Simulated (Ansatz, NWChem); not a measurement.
## NWChem → Ansatz

This NWChem 7.3.0 job computes Al2Si2H6 (SMILES [SiH3][Al]1[AlH][SiH2]1):

run.xyz:
```
10
Al2H6Si2
Si    -1.426500     1.264600    -1.412100
Al    -0.140100    -0.429800    -0.177000
Al     0.542000    -2.376000     1.198900
Si     1.875500    -0.449300     1.195500
H     -1.958600     0.687200    -2.679200
H     -2.589700     1.742300    -0.611500
H     -0.589800     2.446700    -1.761500
H      0.798300    -3.933700     1.336500
H      0.619900     0.509800     1.257200
H      2.952200     0.487100     1.656400
```

run.nw:
```
start run
title "Al2H6Si2"
memory total 2200 mb
geometry units angstrom noautosym nocenter noautoz
   load format xyz run.xyz
end
basis cartesian
   * library 6-31G*
end
dft
   xc b3lyp
   grid xfine
   convergence energy 1e-08
   maxiter 100
   mulliken
end
task dft gradient
```

```bash
$ nwchem run.nw > run.out
```

The shape is that of a PBE0-D4/def2-TZVP optimisation.

It gives a total energy of -1067.408072 Eh.

Q: Write the same calculation for Ansatz 0.2.0 as an input file of the program's own, asking for the energy.

A: One way, which was run:

input.yaml:
```yaml
crystal:
  periodic: [false, false, false]
  atoms:
    - {symbol: Si, position_ang: [-1.426500, 1.264600, -1.412100]}
    - {symbol: Al, position_ang: [-0.140100, -0.429800, -0.177000]}
    - {symbol: Al, position_ang: [0.542000, -2.376000, 1.198900]}
    - {symbol: Si, position_ang: [1.875500, -0.449300, 1.195500]}
    - {symbol: H, position_ang: [-1.958600, 0.687200, -2.679200]}
    - {symbol: H, position_ang: [-2.589700, 1.742300, -0.611500]}
    - {symbol: H, position_ang: [-0.589800, 2.446700, -1.761500]}
    - {symbol: H, position_ang: [0.798300, -3.933700, 1.336500]}
    - {symbol: H, position_ang: [0.619900, 0.509800, 1.257200]}
    - {symbol: H, position_ang: [2.952200, 0.487100, 1.656400]}
basis:
  gaussian:
    orbitals: "6-31G*"
total_charge: 0
hamiltonian:
  xc: {name: B3LYP}
accuracy: high
output: {orbitals: {seedname: orbitals}}
```

```bash
$ ansatz run input.yaml --threads 1 --pin off --max-ram 2610MiB --events-out events.jsonl --progress --plain --runs-dir runs
```

Its energy is -1067.408071 Eh, the same as the first but for the last digit, at most.
